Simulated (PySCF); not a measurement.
Radial density of Pr+ (praseodymium, charge +1)

UHF, [Xe] 4f3 6s1, one real determinant. All numbers are calculated (PySCF 2.14, scalar relativity by spin-free X2C-1e, in cc-pVDZ-X2C (8s7p5d3f1g, 84 functions)).

```
r (bohr)  4πr²ρ (e/bohr)  4πr²(ρα − ρβ)
  0.0180           78.17         0.0024
  0.0303           67.91         0.0020
  0.0510           85.68         0.0075
  0.0858           98.98         0.0041
   0.144           75.19         0.0396
   0.243           83.16         0.3863
   0.408           32.67         1.6616
   0.687           35.09         2.7803
    1.16           10.99         1.9414
    1.94           4.971         0.4251
    3.27          0.6596         0.2967
    5.50          0.1711         0.1693
    9.25        0.003382         0.0034
```

Densities and radii are taken from the X2C orbitals without a picture-change correction, which distorts them close to the nucleus.

⟨L²⟩ = 34.02 against 42 for a pure I term, so this real determinant mixes terms. Spin-orbit coupling, absent here, splits the open shell strongly.
